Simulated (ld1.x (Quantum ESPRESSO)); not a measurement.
**Scattering properties, TM potential for phosphorus (P)**

ld1.x (Quantum ESPRESSO) 7.5 input, shortened:

```
&input
   title='P', zed=15., rel=0, dft='PBE', iswitch=3,
   config='[Ne] 3s2 3p3 3d-2'
 /
 &inputp
   pseudotype=2, tm=.true., lloc=-1, rcloc=1.10,
   nlcc=.false.
 /
3
3S  1  0   2.00   0.00  1.40  1.40  0.0
3P  2  1   3.00   0.00  1.30  1.30  0.0
3D  3  2  -2.00  -0.05  1.15  1.15  0.0
 &test
   configts(1)='3s2 3p3'
 /
```

The phase is arctan(r·u′/u) with u = r·R(r), unwrapped; energies in Ry, scanned from -3 to 5 Ry. A pole is an energy at which the radial function vanishes at the test radius. The pseudo phase is shifted by a multiple of π to meet the all-electron one at the reference energy, and phase errors are pseudo minus all-electron; the curves can meet again beyond the range given. Levels narrower than the energy grid can be missing from the lists of poles.

Problem. For each channel, where are the poles, and over which energies does the pseudopotential scatter like the atom?

Solution.

```tsv
channel	radius (bohr)	reference energy (Ry)	poles, all-electron	poles, pseudo	unbroken range about the reference energy with phases within 0.05 rad	phase error 1 Ry above the reference energy (rad)
s	1.55	-1.02	none	-1.45	above -1.4	+0.027
p	1.55	-0.41	none	4.00	below 1.1	-0.026
d	1.55	-0.05	none	none	the whole range	-0.003
```

Note: ghost state, extra bound levels that the all-electron valence spectrum of the same l lacks: s at -19.9 eV. A true bound ghost makes a file unfit for plane-wave use.

Phases in the p channel:

```json
{"E (Ry)": "-3.00", "all-electron": "1.123", "pseudo": "1.113"}
{"E (Ry)": "-2.76", "all-electron": "1.099", "pseudo": "1.089"}
{"E (Ry)": "-2.52", "all-electron": "1.072", "pseudo": "1.063"}
{"E (Ry)": "-2.28", "all-electron": "1.041", "pseudo": "1.033"}
{"E (Ry)": "-2.04", "all-electron": "1.006", "pseudo": "0.998"}
{"E (Ry)": "-1.80", "all-electron": "0.964", "pseudo": "0.957"}
{"E (Ry)": "-1.56", "all-electron": "0.914", "pseudo": "0.908"}
{"E (Ry)": "-1.32", "all-electron": "0.855", "pseudo": "0.850"}
{"E (Ry)": "-1.08", "all-electron": "0.783", "pseudo": "0.779"}
{"E (Ry)": "-0.84", "all-electron": "0.695", "pseudo": "0.693"}
{"E (Ry)": "-0.60", "all-electron": "0.587", "pseudo": "0.586"}
{"E (Ry)": "-0.36", "all-electron": "0.453", "pseudo": "0.453"}
{"E (Ry)": "-0.12", "all-electron": "0.292", "pseudo": "0.290"}
{"E (Ry)": "0.12", "all-electron": "0.103", "pseudo": "0.097"}
{"E (Ry)": "0.36", "all-electron": "-0.105", "pseudo": "-0.120"}
{"E (Ry)": "0.60", "all-electron": "-0.317", "pseudo": "-0.344"}
{"E (Ry)": "0.84", "all-electron": "-0.514", "pseudo": "-0.553"}
{"E (Ry)": "1.08", "all-electron": "-0.686", "pseudo": "-0.736"}
{"E (Ry)": "1.32", "all-electron": "-0.830", "pseudo": "-0.887"}
{"E (Ry)": "1.56", "all-electron": "-0.947", "pseudo": "-1.011"}
{"E (Ry)": "1.80", "all-electron": "-1.042", "pseudo": "-1.111"}
{"E (Ry)": "2.04", "all-electron": "-1.120", "pseudo": "-1.194"}
{"E (Ry)": "2.28", "all-electron": "-1.184", "pseudo": "-1.263"}
{"E (Ry)": "2.52", "all-electron": "-1.237", "pseudo": "-1.321"}
{"E (Ry)": "2.76", "all-electron": "-1.282", "pseudo": "-1.372"}
{"E (Ry)": "3.00", "all-electron": "-1.321", "pseudo": "-1.417"}
{"E (Ry)": "3.24", "all-electron": "-1.354", "pseudo": "-1.458"}
{"E (Ry)": "3.48", "all-electron": "-1.383", "pseudo": "-1.495"}
{"E (Ry)": "3.72", "all-electron": "-1.409", "pseudo": "-1.531"}
{"E (Ry)": "3.96", "all-electron": "-1.432", "pseudo": "-1.566"}
{"E (Ry)": "4.20", "all-electron": "-1.453", "pseudo": "-1.601"}
{"E (Ry)": "4.44", "all-electron": "-1.471", "pseudo": "-1.637"}
{"E (Ry)": "4.68", "all-electron": "-1.488", "pseudo": "-1.675"}
{"E (Ry)": "4.92", "all-electron": "-1.504", "pseudo": "-1.718"}
```
